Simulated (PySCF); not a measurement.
The third ionisation energy along the second row

All values are computed (PySCF 2.14, energy differences of UHF-based or UKS calculations, no spin-orbit coupling). Values in eV. The last column holds reference values (NIST; (s) semi-empirical, (t) theoretical, else measured). Unmarked ones compare directly (S terms, centres of terms, or small fine structure); those marked * lie between the lowest fine-structure levels and include a spin-orbit shift.

```json
{"element": "B (dyall-acv3z, non-relativistic)", "configurations": "[He] 2s1 → 1s2", "UHF": "37.819", "MP2 (valence and next inner shell)": "37.901", "SCS-MP2 (valence and next inner shell)": "37.892", "CCSD (valence and next inner shell)": "37.910", "SCS-MP2 (valence)": "n/a", "LDA": "37.899", "reference": "37.931"}
{"element": "C (dyall-acv3z, non-relativistic)", "configurations": "[He] 2s2 → [He] 2s1", "UHF": "45.778", "MP2 (valence and next inner shell)": "47.078", "SCS-MP2 (valence and next inner shell)": "47.315", "CCSD (valence and next inner shell)": "47.832", "SCS-MP2 (valence)": "47.254", "LDA": "46.948", "reference": "47.888"}
{"element": "N (dyall-acv3z, non-relativistic)", "configurations": "[He] 2s2 2p1 → [He] 2s2", "UHF": "47.299", "MP2 (valence and next inner shell)": "47.526", "SCS-MP2 (valence and next inner shell)": "47.455", "CCSD (valence and next inner shell)": "47.299", "SCS-MP2 (valence)": "47.434", "LDA": "47.871", "reference": "47.445 (s) *"}
{"element": "O (dyall-acv3z, non-relativistic)", "configurations": "[He] 2s2 2p2 → [He] 2s2 2p1", "UHF": "54.612", "MP2 (valence and next inner shell)": "55.038", "SCS-MP2 (valence and next inner shell)": "54.874", "CCSD (valence and next inner shell)": "54.833", "SCS-MP2 (valence)": "54.851", "LDA": "55.425", "reference": "54.936 (s) *"}
{"element": "Ne (dyall-acv3z, non-relativistic)", "configurations": "[He] 2s2 2p4 → [He] 2s2 2p3", "UHF": "61.822", "MP2 (valence and next inner shell)": "63.082", "SCS-MP2 (valence and next inner shell)": "63.177", "CCSD (valence and next inner shell)": "63.114", "SCS-MP2 (valence)": "63.163", "LDA": "63.644", "reference": "63.423 *"}
```

Problem. Fill in the row of F (dyall-acv3z, non-relativistic) ([He] 2s2 2p3 → [He] 2s2 2p2).

Solution. UHF 62.258; MP2 (valence and next inner shell) 62.886; SCS-MP2 (valence and next inner shell) 62.607; CCSD (valence and next inner shell) 62.668; SCS-MP2 (valence) 62.584; LDA 63.188; reference 62.708 (s) * (eV).

"Valence" correlates the outer s and p shells and, in groups 3 to 12 and the f block, the outer d or f shell, open or full, or the next shell where the ion has no valence electron left; the wider scheme adds the next inner shell.
